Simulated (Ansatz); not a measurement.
Frontier orbitals of C$_{2}$H$_{3}$ClGe (`Cl[C]1=[CH][GeH2]1`).

```xyz
7

Cl    2.3101   -1.2642   -0.1112
C     0.8408   -0.4032   -0.1001
C     0.3123    0.5805   -0.8015
Ge   -0.8978   -0.0133    0.5715
H     0.5812    1.2168   -1.6345
H    -1.0642    0.7999    1.8577
H    -2.0824   -0.9163    0.2181
```

Charge 0, multiplicity 1. Correlated methods include outer-core shells of Ge, which these sets cover unevenly. Scalar relativity is left out up to krypton. Geometry: relaxed with PBE0-D4/def2-TZVP. Basis def2-TZVPP, Ansatz.

Orbital energies of one run (eV). Highest occupied ones, from the top: -8.66, -8.93, -9.96, -11.35, -12.34, -12.56, -14.70, -16.38, -17.19, -23.46, -26.15, -35.32, -35.36, -35.38. Empty: 0.55, 0.94, 1.44, 2.52, 2.88, 3.78.

(1) Which functional gave them?
A. PBE
B. r2SCAN
C. PBE0
D. CAM-B3LYP

Answers

(1) D. HOMO energies: CAM-B3LYP -8.66, PBE0 -7.40, PBE -6.29, r2SCAN -6.54 eV.
